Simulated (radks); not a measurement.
Neutral lead, 82 electrons, occupied as [Hg] 6p1 7p1 (not the ground configuration).

Method: scalar-relativistic Kohn-Sham, r2SCAN, spin-polarised, spherical densities, finite nucleus; open shells are filled with parallel spins first (spin-orbit coupling, left out, can overturn this in heavy ions); meta-GGA in the generalised Kohn-Sham scheme; Fermi nuclear charge, rms radius 5.5012 fm; computed with a radial shooting solver on a logarithmic mesh with Libxc functionals.

Energy parts (hartree):
total: -20878.3458
kinetic: 23582.7924
electron-nucleus: -52101.2815
Hartree: 8026.9829
exchange-correlation: -386.8397

Orbitals (lengths in bohr, moments of r in powers of bohr; <r^-3> diverges for s and p1/2):
1s up: occ. 1; eigenvalue (hartree) -3240.810; <1/r> 101.3; <r^4> 3.540e-07
1s down: occ. 1; eigenvalue (hartree) -3240.810; <1/r> 101.3; <r^4> 3.540e-07
2s up: occ. 1; eigenvalue (hartree) -580.9221; <1/r> 23.81; <r^4> 0.00005106
2s down: occ. 1; eigenvalue (hartree) -580.9222; <1/r> 23.81; <r^4> 0.00005106
2p up: occ. 3; eigenvalue (hartree) -498.3655; <1/r> 20.91; <r^4> 0.00004241; <r^-3> 29570
2p down: occ. 3; eigenvalue (hartree) -498.3652; <1/r> 20.91; <r^4> 0.00004241; <r^-3> 29570
3s up: occ. 1; eigenvalue (hartree) -140.0178; <1/r> 8.834; <r^4> 0.001827
3s down: occ. 1; eigenvalue (hartree) -140.0176; <1/r> 8.834; <r^4> 0.001827
3p up: occ. 3; eigenvalue (hartree) -116.2432; <1/r> 7.988; <r^4> 0.002042; <r^-3> 6876
3p down: occ. 3; eigenvalue (hartree) -116.2429; <1/r> 7.988; <r^4> 0.002042; <r^-3> 6876
3d up: occ. 5; eigenvalue (hartree) -91.90538; <1/r> 7.487; <r^4> 0.001572; <r^-3> 832.2
3d down: occ. 5; eigenvalue (hartree) -91.90515; <1/r> 7.487; <r^4> 0.001572; <r^-3> 832.2
4s up: occ. 1; eigenvalue (hartree) -32.09005; <1/r> 3.795; <r^4> 0.03988
4s down: occ. 1; eigenvalue (hartree) -32.08952; <1/r> 3.795; <r^4> 0.03987
4p up: occ. 3; eigenvalue (hartree) -24.26542; <1/r> 3.416; <r^4> 0.05350; <r^-3> 1686
4p down: occ. 3; eigenvalue (hartree) -24.26487; <1/r> 3.416; <r^4> 0.05350; <r^-3> 1686
4d up: occ. 5; eigenvalue (hartree) -15.15052; <1/r> 3.069; <r^4> 0.07218; <r^-3> 180.9
4d down: occ. 5; eigenvalue (hartree) -15.14989; <1/r> 3.069; <r^4> 0.07217; <r^-3> 180.9
4f up: occ. 7; eigenvalue (hartree) -5.10652; <1/r> 2.674; <r^4> 0.1194; <r^-3> 36.63
4f down: occ. 7; eigenvalue (hartree) -5.10575; <1/r> 2.674; <r^4> 0.1194; <r^-3> 36.64
5s up: occ. 1; eigenvalue (hartree) -5.56619; <1/r> 1.589; <r^4> 0.9738
5s down: occ. 1; eigenvalue (hartree) -5.56449; <1/r> 1.589; <r^4> 0.9748
5p up: occ. 3; eigenvalue (hartree) -3.40293; <1/r> 1.361; <r^4> 1.745; <r^-3> 309.3
5p down: occ. 3; eigenvalue (hartree) -3.40216; <1/r> 1.361; <r^4> 1.742; <r^-3> 309.1
5d up: occ. 5; eigenvalue (hartree) -0.96942; <1/r> 1.009; <r^4> 6.863; <r^-3> 21.19
5d down: occ. 5; eigenvalue (hartree) -0.96529; <1/r> 1.014; <r^4> 6.535; <r^-3> 21.36
6s up: occ. 1; eigenvalue (hartree) -0.61958; <1/r> 0.5634; <r^4> 51.49
6s down: occ. 1; eigenvalue (hartree) -0.58396; <1/r> 0.5756; <r^4> 47.99
6p up: occ. 1; eigenvalue (hartree) -0.26436; <1/r> 0.4191; <r^4> 176.8; <r^-3> 25.85
6p down: occ. 0; eigenvalue (hartree) -0.21284; <1/r> 0.4312; <r^4> 154.2; <r^-3> 28.10
7p up: occ. 1; eigenvalue (hartree) -0.04446; <1/r> 0.1243; <r^4> 14720; <r^-3> 1.715

The highest occupied level is 7p up at -1.210 eV. The configuration is held as typed, so some empty levels lie below it. Spin moment in Bohr magnetons: 2. The electron density at the nucleus is 2.954e+06 e/bohr^3 (large components only).
